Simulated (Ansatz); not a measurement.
Frontier orbitals of CH$_{4}$AlNO, SMILES `N[C](=O)[AlH2]`.

Z-matrix (Å, degrees):
```
N
C 1 1.358
H 1 1.004 2 121.5
H 1 1.010 2 119.5 3 179.9
O 2 1.222 1 121.6 3 -179.9
Al 2 2.013 1 120.9 3 0.1
H 6 1.593 2 120.0 1 -0.4
H 6 1.578 2 117.8 1 179.6
```

The species carries charge 0 and has multiplicity 1. The structure was optimised at the PBE0-D4/def2-TZVP level. It is one conformer, not always the lowest. Basis def2-TZVPP, the Gaussian-basis code of Ansatz.

```tsv
functional	HOMO (eV)	LUMO (eV)	gap (eV)
LDA (SPW92)	-5.37	-3.06	2.31
PBE	-5.21	-2.81	2.40
PBE0	-6.62	-2.03	4.59
HSE06 (plane-wave form)	-6.22	-2.40	3.82
ωB97M-V	-8.93	-0.36	8.57
```

Against PBE, PBE0 changes HOMO and LUMO by −1.41 and +0.77 eV, ωB97M-V by −3.72 and +2.45 eV. A gap of 2.40 eV thus becomes 8.57 eV for the same molecule, so an orbital gap means little without its functional.
